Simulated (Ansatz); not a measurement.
`N[SiH](F)[O][SnH3]` + dimethylamine → `CN(C)[SiH](N)F` + `[OH][SnH3]`  (ligand exchange at the Si–O bond)

Gas-phase electronic energies from Ansatz, PBE0-D4/def2-TZVP geometries. CBS: MP2 limit from def2 TZ/QZ plus the TZ coupled-cluster correction, frozen cores. def2 core potentials past Kr. For Sn outer-core shells are correlated without core-valence functions, which leaves a few kJ/mol of doubt a bond. One conformer a species, not always the lowest.

`N[SiH](F)[O][SnH3]`:

```xyz
11

N    -1.688   -0.125   -0.243
Si   -0.344   -0.905   -0.958
F    -0.325   -2.343   -0.260
O     0.998   -0.066   -0.663
Sn    1.459    0.933    0.981
H    -1.973    0.791   -0.551
H    -2.482   -0.671    0.052
H    -0.413   -1.149   -2.413
H     0.587    2.395    0.913
H     1.044   -0.031    2.319
H     3.136    1.170    0.823
```

`CNC`:

```xyz
10

C     1.012   -0.522   -0.404
N     0.333    0.582    0.233
C    -1.104    0.445    0.206
H     2.093   -0.402   -0.308
H     0.775   -0.529   -1.472
H     0.737   -1.512    0.000
H     0.651    0.676    1.188
H    -1.455    0.491   -0.829
H    -1.568    1.273    0.748
H    -1.473   -0.501    0.637
```

`CN(C)[SiH](N)F`:

```xyz
15

C    -1.410    0.805    0.921
N    -0.443    0.091    0.124
C    -1.035   -0.834   -0.814
Si    1.215    0.106    0.485
N     2.106   -0.115   -0.946
F     1.736   -1.091    1.421
H    -2.027    0.124    1.524
H    -2.086    1.389    0.284
H    -0.909    1.496    1.602
H    -0.257   -1.335   -1.392
H    -1.697   -0.308   -1.514
H    -1.634   -1.601   -0.305
H     1.445    1.336    1.281
H     3.016   -0.543   -0.924
H     1.983    0.481   -1.746
```

`[OH][SnH3]`:

Z-matrix (Å, degrees):
```
Sn
O 1 1.970
H 1 1.709 2 108.5
H 1 1.698 2 103.1 3 119.8
H 1 1.709 2 108.5 3 -120.5
H 2 0.959 1 113.2 3 60.0
```

```json
{"species": "`N[SiH](F)[O][SnH3]`", "CCSD(T)/CBS(def2) energy (Eh)": "-736.54313"}
{"species": "`CNC`", "CCSD(T)/CBS(def2) energy (Eh)": "-135.00321"}
{"species": "`CN(C)[SiH](N)F`", "CCSD(T)/CBS(def2) energy (Eh)": "-579.92631"}
{"species": "`[OH][SnH3]`", "CCSD(T)/CBS(def2) energy (Eh)": "-291.59405"}
```

Task: Work out ΔE.

Result: ΔE = (-579.92631) + (-291.59405) − (-736.54313) − (-135.00321) = 0.02598 Eh = +68.2 kJ/mol.

Largest T1 diagnostic among the species: 0.014.

The D4 term adds −3.1 kJ/mol with B3LYP and −1.8 kJ/mol with PBE0; it sums over pairs of atoms, weighted by their polarisabilities, and B3LYP, whose exchange is more repulsive, gets the larger term. In def2-TZVPP, CCSD(T) changes the Hartree–Fock value by −16.1 kJ/mol (the triples alone add −2.2 kJ/mol) and MP2 by −18.4 kJ/mol. From PBE to PBE0 (25 % exact exchange), in def2-TZVPP and without D4, ΔE moves by +3.7 kJ/mol.

B3LYP here is the variant with VWN-RPA as its local correlation; programs differ in this.
